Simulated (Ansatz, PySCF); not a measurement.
HSZn, SMILES [SH][Zn] (connectivity only; charge and spin as stated), neutral, multiplicity 2. Atoms are numbered in the order given.

```xyz
3

Zn     0.0280     0.7808     0.0000
S     -0.1059    -1.5001     0.0000
H      1.2356    -1.6127     0.0000
```
Charge 0, spin multiplicity 2.

Coordinates come from a B3LYP-D3(BJ)/def2-TZVP optimisation. The spin state was assumed, not searched. The isomer is the one that the SMILES or the coordinates give; other isomers of the formula were not compared.

Two levels are set side by side: PBE-D3(BJ)/def2-TZVP (Ansatz, a program for electronic structure) and B3LYP-D3(BJ)/def2-TZVP (Ansatz). Each level has its own optimised geometry; the coordinates shown are those of the second. Frequencies come from the Hessian of PySCF at each geometry. Differences are taken from unrounded values.

| quantity | B3LYP-D3(BJ) | PBE-D3(BJ) | PBE-D3(BJ) minus B3LYP-D3(BJ) |
|---|---|---|---|
| mean bond length (Å) | 1.816 | 1.811 | -0.005 |
| bond Zn1–S2 (Å) | 2.285 | 2.265 | -0.020 |
| bond S2–H3 (Å) | 1.346 | 1.356 | 0.010 |
| highest harmonic wavenumber (cm⁻¹) | 2657 | 2604 | -53 |
| mean harmonic wavenumber (cm⁻¹) | 1177 | 1157 | -19 |
| zero-point energy (kcal/mol) | 5.05 | 4.96 | -0.08 |

Here PBE gives about what the other level gives.
